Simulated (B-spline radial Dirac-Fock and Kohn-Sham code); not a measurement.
# Cs⁺ 4s: cross section and angular parameters

System: cesium as Cs⁺ in the configuration [Kr] 4d10 5s2 5p6; threshold 237.2 eV (orbital energy of the model). Level of theory: Dirac-Hartree-Slater photoionisation with a Latter tail; cross sections with all multipoles, angular parameters from the dipole term and its interference with E2; an atomic code on a B-spline grid.

| hν (eV) | σ (kb) | β | γ |
| --- | --- | --- | --- |
| 280 | 137 | 1.942 | 0.327 |
| 282 | 136 | 1.942 | 0.331 |
| 400 | 98.4 | 1.963 | 0.411 |
| 413 | ? | ? | ? |
| 509 | 74.1 | 1.970 | 0.410 |
| 523 | 71.6 | 1.971 | 0.408 |
| 708 | 47.4 | 1.976 | 0.364 |
| 1320 | 17.8 | 1.983 | 0.180 |
| 1486.9 | 14.6 | 1.983 | 0.137 |
| 1760 | 11.0 | 1.984 | 0.077 |
| 1880 | 9.79 | 1.985 | 0.053 |
| 1970 | 9.02 | 1.985 | 0.037 |
| 2000 | 8.78 | 1.985 | 0.032 |
| 2410 | 6.29 | 1.986 | -0.028 |
| 3210 | 3.72 | 1.987 | -0.094 |
| 4200 | 2.24 | 1.988 | -0.113 |
| 6000 | 1.12 | 1.988 | -0.040 |
| 7800 | 0.660 | 1.988 | 0.100 |
| 9210 | 0.468 | 1.988 | 0.230 |
| 11900 | 0.272 | 1.988 | 0.501 |
| 15000 | 0.164 | 1.988 | 0.819 |

Question: Give the values at 413 eV.

Answer: σ = 94.9 kb, β = 1.964, γ = 0.413. For an s subshell δ is negligible.

Values without a named source are computed, but for edge energies of neutral atoms, which are taken from tables.
